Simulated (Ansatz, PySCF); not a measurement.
Gas-phase reaction in SMILES: C[SiH](C)[SiH2]Cl + 4 [H][H] (H2) → 2 C (CH4) + Cl (HCl) + 2 [SiH4] (SiH4)
Each molecule is optimised on its own at B3LYP-D3(BJ)/def2-TZVP (Ansatz, an electronic-structure program), one conformer each, not searched for the lowest.

Wanted: energy of full hydrogenation (enthalpy at 298 K, with B3LYP-D3(BJ) rigid-rotor harmonic-oscillator terms from PySCF), in eV. Valence correlation only, unless marked. Spin-orbit coupling is left out. No relativistic terms. CBS(X,Y): correlation extrapolated as X^-3; Hartree-Fock from the larger set.

| level | program | energy of full hydrogenation (eV) |
|---|---|---|
| HF/STO-3G | Ansatz | 0.55 |

Task: What does CCSD(T)/CBS(cc-pV(T+d)Z,cc-pV(Q+d)Z) (Ansatz) give?

Result: 0.36 eV, so HF/STO-3G differs from it by 0.19 eV.
